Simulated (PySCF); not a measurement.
# What a mistake does to a calculation on AlBCClH4 cation

These are calculations, not measurements. They come from PySCF 2.14.0, an open-source quantum chemistry program, on an isolated molecule that a program drew, which may never have been made. The molecule is AlBCClH4 cation (charge +1, singlet), drawn as the SMILES string `[BH+][CH2][AlH][Cl]`.

Each row is a Hartree-Fock (HF) and frozen-core CCSD(T) single point in the cc-pV(D+d)Z basis, meant for a local HF minimum. Run 1 is clean. Each other run has one planted mistake out of seven kinds, and not every kind appears here: one electron removed, one electron added, multiplicity raised by two, geometry at a saddle point, minimal basis STO-3G, one bond length entered in bohr, all coordinates scaled. The reference is restricted for singlets and unrestricted otherwise, and also for a bond in bohr. Adding or removing an electron swaps singlet and doublet. Electrons count all cores. HOMO and LUMO are orbital energies over both spins, the gradient is its largest component, and the lowest frequency (negative if imaginary) is given only where the gradient is small. Bond lengths are over the 7 bonds as drawn. T1 is the CCSD diagnostic: over 0.02 (restricted) or 0.045 (unrestricted) a single reference is doubtful.

Geometry of the clean run:
```xyz
8
AlBCClH4 cation, angstrom
B    -0.4002    1.8555    1.5530
C    -1.3536    1.5647    0.5090
Al   -2.3254    3.2774   -0.1242
Cl   -2.2410    4.7767    1.3126
H     0.3681    2.1430    2.3928
H    -0.9019    1.0847   -0.3679
H    -2.1819    0.9521    0.8992
H    -2.9937    3.2352   -1.5176
```

| run | electrons | basis functions | <S^2> | HOMO (eV) | LUMO (eV) | gradient (hartree/bohr) | lowest frequency (cm^-1) | mean bond (Å) | longest bond (Å) | T1 | HF (hartree) | CCSD(T) (hartree) | mistake |
|---|---|---|---|---|---|---|---|---|---|---|---|---|---|
| 1 | 44 | 94 | 0.000 | -16.48 | -4.20 | 3.8e-05 | 40 | 1.5013 | 2.078 | 0.0141 | -766.09589 | -766.54934 | no fault |
| 2 | 44 | 94 | 0.962 | -13.06 | -4.23 | 1.5e-02 | - | 1.7654 | 3.927 | 0.0228 | -765.95487 | -766.37988 | one bond length entered in bohr |
| 3 | 45 | 94 | 0.764 | -6.39 | 1.27 | 3.9e-02 | - | 1.5013 | 2.078 | 0.0125 | -766.28899 | -766.75460 | one electron added |
| 4 | 44 | 94 | 2.028 | -12.63 | -8.37 | 8.2e-02 | - | 1.5013 | 2.078 | 0.0350 | -765.92960 | -766.36839 | ? |

**Which mistake was planted in run 4, and what did it cost?**

Electrons, basis and geometry are unchanged, and <S^2> is 2.028, beside S(S+1) = 2.00 for a multiplicity of 3. So the mistake is: multiplicity raised by two. Subtracting run 1 and multiplying by 627.51 kcal/mol a hartree, the energy moved by 104.3 kcal/mol in HF and 113.5 kcal/mol in CCSD(T).

